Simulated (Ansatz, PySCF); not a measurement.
Reaction R1 → P1 + P2, each structure at its B3LYP-D3(BJ)/def2-TZVP stationary point, reached from a drawn start (curvature not checked).
R1: BH3O3 (SMILES OB(O)O), charge 0, multiplicity 1.
P1: BHO2 (SMILES O=BO), charge 0, multiplicity 1.
P2: H2O (SMILES O), charge 0, multiplicity 1.

P less R. No zero-point or thermal terms. One arrangement of each flexible species, with no search for the lowest.

Cores are frozen in the correlated methods.

Run with Ansatz (an electronic-structure program); PySCF for the D3/D4 terms. All values are computed, each at the level named.

```tsv
level	reaction energy (eV)
SVWN5/def2-TZVPP	2.541
PBE-D3(BJ)/def2-TZVPP	2.092
B97M-V/def2-TZVPP	2.209
B3LYP/def2-TZVPP	2.038
BHLYP/def2-TZVPP	2.273
BHLYP-D3(BJ)/def2-TZVPP	2.318
CAM-B3LYP/def2-TZVPP	2.210
CCSD/cc-pVQZ	2.220
CCSD(T)/cc-pVQZ	?
```

### Question
Complete the blanks.

### Answer

- CCSD(T)/cc-pVQZ, reaction energy (eV): 2.185
